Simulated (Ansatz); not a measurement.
K5H6⁻, relaxed as a singlet with RKS PBE-D4/def2-SVPD in Ansatz, starting from the GFN1-xTB geometry. Force threshold 0.02 eV/Å.

The restricted singlet is unstable towards broken spin symmetry in Hartree–Fock (as tested in another run); at PBE-D4/def2-SVPD this wasn't settled. The highest occupied level of the charge -1 singlet lies above zero (up to 0.48 eV). The electron is either unbound and held by the finite basis, or the level is raised by self-interaction error. In the singlet, H7 and H10 lie 0.78 Å apart (atoms count from 1), so H2 has formed as a molecule. Another isomer (singlet) lies 0.62 eV lower at PBE0-D4/def2-TZVPD; other spin states weren't run for this one.

Start:

```tsv
atom	x (Å)	y (Å)	z (Å)
K1	-3.9975	-0.2040	0.4505
K2	0.0631	-1.4217	-0.6068
K3	-3.1119	-2.5641	-2.1677
K4	2.2144	1.2647	0.8276
K5	-0.6977	2.6171	-0.9213
H6	2.2594	-1.0622	0.3552
H7	3.5228	1.6354	2.8438
H8	-4.7677	-2.3889	-0.4104
H9	1.7447	2.9499	-0.8153
H10	3.5729	2.3416	2.5130
H11	-0.8025	-3.1679	-2.0686
```

| step | energy (eV) | largest force component (eV/Å) | SCF passes |
| --- | --- | --- | --- |
| 1 | -81678.8765 | 0.616 | 20 |
| 2 | -81679.1853 | 0.183 | 19 |
| 3 | -81679.3306 | 0.175 | 20 |
| 4 | -81679.4021 | 0.110 | 19 |
| 5 | -81679.4388 | 0.036 | 19 |
| 6 | -81679.4656 | 0.036 | 20 |
| 7 | -81679.4839 | 0.064 | 20 |
| 8 | -81679.5012 | 0.095 | 19 |
| 9 | -81679.5223 | 0.098 | 19 |
| 10 | -81679.5443 | 0.099 | 19 |
| 11 | -81679.5593 | 0.179 | 20 |
| 13 | -81679.5947 | 0.164 | 19 |
| 15 | -81679.6096 | 0.070 | 19 |
| 17 | -81679.6134 | 0.076 | 22 |
| 19 | -81679.6139 | 0.006 | 22 |
| 21 | -81679.6155 | 0.089 | 19 |
| 23 | -81679.6167 | 0.078 | 19 |
| 25 | -81679.6174 | 0.012 | 19 |
| 27 | -81679.6185 | 0.206 | 19 |
| 29 | -81679.6198 | 0.054 | 21 |
| 31 | -81679.6220 | 0.101 | 18 |
| 33 | -81679.6240 | 0.079 | 19 |
| 35 | -81679.6260 | 0.121 | 19 |
| 37 | -81679.6269 | 0.054 | 19 |
| 39 | -81679.6282 | 0.030 | 20 |
| 41 | -81679.6289 | 0.014 | 21 |

Force components are those of the run's own axes.

End:

```tsv
atom	x (Å)	y (Å)	z (Å)
K1	-3.9021	0.6121	-0.2656
K2	0.6602	-1.7324	-0.7587
K3	-3.3133	-3.4782	-1.0751
K4	3.5251	1.5139	-0.3853
K5	-0.3309	3.1190	0.3523
H6	3.0457	-0.8558	-0.7750
H7	1.8836	1.0348	2.3253
H8	-4.9721	-1.6899	-0.7608
H9	2.2333	3.4655	0.4092
H10	2.0373	1.7492	2.0490
H11	-0.8669	-3.7382	-1.1154
```

Bonds lost: K1–K2, K4–H7 (atoms count from 1). Metal–metal contacts that move far: K2–K5 4.12 to 5.07 Å.

The force fell under the threshold at step 19, but the optimiser went on and released 0.015 eV more. No frequencies were taken in this run, so the end may be a saddle point.

It took 2.2 min on 4 threads of Arm Neoverse V1 on a shared host.
